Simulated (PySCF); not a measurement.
A calculated (r2SCAN, PySCF 2.14, x2c-TZVPPall, the spin-free X2C one-electron Hamiltonian (Gaussian nucleus)) atom or ion has these occupied shells.

```tsv
shell	electrons	orbital energy (eV)	rms radius, mean of both spins (bohr)
1s	2	-34361.0	0.0305
2s	2	-5366.0	0.124
2p	6	-4816.3	0.111
3s	2	-1105.0	0.327
3p	6	-925.80	0.327
3d	10	-658.30	0.305
4s	2	-201.84	0.763
4p	6	-144.72	0.816
4d	10	-60.655	0.947
5s	2	-20.423	2.00
5p	6	-8.625	2.48
```

(1) Name the element and its charge.

Answers

(1) Xe (xenon, neutral), in [Xe], closed-shell 1S.
